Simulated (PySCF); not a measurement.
C₂H₅Si (SMILES [CH2][Si]C), doublet, geometry from GFN2-xTB; TPSS/6-31G (PySCF).

Here is a job for PySCF.
```python
from pyscf import gto, scf, dft

mol = gto.M(
    atom='''
C     1.61953144    0.05803377   -0.23682467
Si    0.02757061   -0.31501688    0.47248309
C    -1.50296767    0.33793466   -0.46954040
H     2.49596000   -0.47529916    0.10355807
H     1.84054048    1.09295016   -0.47418082
H    -1.25694284    1.27314064   -0.96834207
H    -1.81688614   -0.37491229   -1.22837557
H    -2.34804259    0.51854633    0.19076750
''',
    basis='6-31g',
    spin=1,
    verbose=4,
)

mf = dft.UKS(mol)
mf.xc = 'tpss'
mf.kernel()
mf.analyze()
```

Q: Predict the main parts of the log of this PySCF run.

A: 
```
PySCF version 2.14.0

[INPUT] verbose = 4
[INPUT] num. atoms = 8
[INPUT] num. electrons = 31
[INPUT] charge = 0
[INPUT] spin (= nelec alpha-beta = 2S) = 1
[INPUT] symmetry False subgroup None
[INPUT] Mole.unit = angstrom
[INPUT] Symbol           X                Y                Z      unit          X                Y                Z       unit  Magmom
[...]
nuclear repulsion = 89.981880790219
number of shells = 27
number of NR pGTOs = 110
number of NR cGTOs = 41
basis = 6-31g
ecp = {}

******** <class 'pyscf.dft.uks.UKS'> ********
method = UKS
initial guess = minao
damping factor = 0
level_shift factor = 0
DIIS = <class 'pyscf.scf.diis.CDIIS'>
diis_start_cycle = 1
diis_space = 8
diis_damp = 0
SCF conv_tol = 1e-09
SCF conv_tol_grad = None
SCF max_cycles = 50
direct_scf = True
direct_scf_tol = 1e-13
number electrons alpha = 16  beta = 15
XC library pyscf.dft.libxc version 7.1.2
    S. Lehtola, C. Steigemann, M. J. T. Oliveira, and M. A. L. Marques,  SoftwareX 7, 1–5 (2018)
XC functionals = tpss
    J. Tao, J. P. Perdew, V. N. Staroverov, and G. E. Scuseria,  Phys. Rev. Lett. 91, 146401 (2003)
    J. P. Perdew, J. Tao, V. N. Staroverov, and G. E. Scuseria,  J. Chem. Phys. 120, 6898 (2004)
    J. Tao, J. P. Perdew, V. N. Staroverov, and G. E. Scuseria,  Phys. Rev. Lett. 91, 146401 (2003)
    J. P. Perdew, J. Tao, V. N. Staroverov, and G. E. Scuseria,  J. Chem. Phys. 120, 6898 (2004)
radial grids:
    Treutler-Ahlrichs [JCP 102, 346 (1995); DOI:10.1063/1.469408] (M4) radial grids

becke partition: Becke, JCP 88, 2547 (1988); DOI:10.1063/1.454033
pruning grids: <function nwchem_prune>
grids dens level: 3
symmetrized grids: False
atomic radii adjust function: <function treutler_atomic_radii_adjust>
small_rho_cutoff = 0
Set gradient conv threshold to 3.16228e-05
tot grids = 96456
init E= -368.559186735313

cycle= 1 E= -368.462725999137  delta_E= 0.0965  |g|= 0.459  |ddm|= 1.82
cycle= 2 E= -367.88622732136  delta_E= 0.576  |g|= 0.893  |ddm|= 1.57
cycle= 3 E= -368.557703347604  delta_E= -0.671  |g|= 0.23  |ddm|=  1.4
cycle= 4 E= -368.596684866114  delta_E= -0.039  |g|= 0.0728  |ddm|= 0.377
cycle= 5 E= -368.599526954896  delta_E= -0.00284  |g|= 0.0236  |ddm|= 0.0802
cycle= 6 E= -368.600123559545  delta_E= -0.000597  |g|= 0.00458  |ddm|= 0.0428
cycle= 7 E= -368.600171057106  delta_E= -4.75e-05  |g|= 0.00221  |ddm|= 0.0157
cycle= 8 E= -368.6002009803  delta_E= -2.99e-05  |g|= 0.00109  |ddm|= 0.0161
[...]
converged SCF energy = -368.600216771519  <S^2> = 0.75670193  2S+1 = 2.0066907
Total Energy =                        -368.600216771519229
[...]
spin_pop of  0 C 2s        0.00631
spin_pop of  0 C 3s       -0.00006
spin_pop of  0 C 2px       0.01026
spin_pop of  0 C 2py       0.00480
spin_pop of  0 C 2pz       0.21948
spin_pop of  0 C 3px       0.00002
spin_pop of  0 C 3py       0.00035
spin_pop of  0 C 3pz       0.00131
spin_pop of  1 Si 1s        0.00000
spin_pop of  1 Si 2s        0.00001
spin_pop of  1 Si 3s        0.14327
spin_pop of  1 Si 4s        0.00603
spin_pop of  1 Si 2px      -0.00001
spin_pop of  1 Si 2py       0.00001
spin_pop of  1 Si 2pz      -0.00000
spin_pop of  1 Si 3px       0.01231
spin_pop of  1 Si 3py       0.46550
spin_pop of  1 Si 3pz       0.03271
spin_pop of  1 Si 4px      -0.00017
spin_pop of  1 Si 4py       0.00005
spin_pop of  1 Si 4pz       0.00026
spin_pop of  2 C 1s       -0.00000
spin_pop of  2 C 2s        0.01123
spin_pop of  2 C 3s        0.00015
spin_pop of  2 C 2px       0.02364
spin_pop of  2 C 2py       0.01592
spin_pop of  2 C 2pz       0.01745
spin_pop of  2 C 3px      -0.00001
spin_pop of  2 C 3py       0.00029
spin_pop of  2 C 3pz       0.00021
spin_pop of  3 H 1s       -0.00533
spin_pop of  3 H 2s        0.00013
spin_pop of  4 H 1s        0.01768
spin_pop of  4 H 2s        0.00072
spin_pop of  5 H 1s        0.02305
spin_pop of  5 H 2s        0.00062
spin_pop of  6 H 1s       -0.00539
spin_pop of  6 H 2s        0.00004
spin_pop of  7 H 1s       -0.00292
spin_pop of  7 H 2s        0.00008
 ** Mulliken Spin Density (per atom)  **
spin density of  0 C =      0.24246
spin density of  1 Si =      0.65998
spin density of  2 C =      0.06889
spin density of  3 H =     -0.00521
spin density of  4 H =      0.01840
spin density of  5 H =      0.02367
spin density of  6 H =     -0.00535
spin density of  7 H =     -0.00284
 ** Mulliken pop alpha/beta on meta-lowdin orthogonal AOs **
 ** Mulliken pop       alpha | beta **
In total            16.00000 | 15.00000
 ** Mulliken atomic charges   ( Nelec_alpha | Nelec_beta ) **
charge of  0C =     -0.47908  (     3.36077      3.11831 )
charge of  1Si =      0.35163  (     7.15417      6.49419 )
charge of  2C =     -0.51402  (     3.29145      3.22256 )
charge of  3H =      0.13058  (     0.43211      0.43731 )
charge of  4H =      0.12620  (     0.44610      0.42770 )
charge of  5H =      0.12680  (     0.44843      0.42476 )
charge of  6H =      0.13237  (     0.43114      0.43649 )
charge of  7H =      0.12551  (     0.43582      0.43867 )
Dipole moment(X, Y, Z, Debye): -0.72389,  0.67666, -0.39713
```
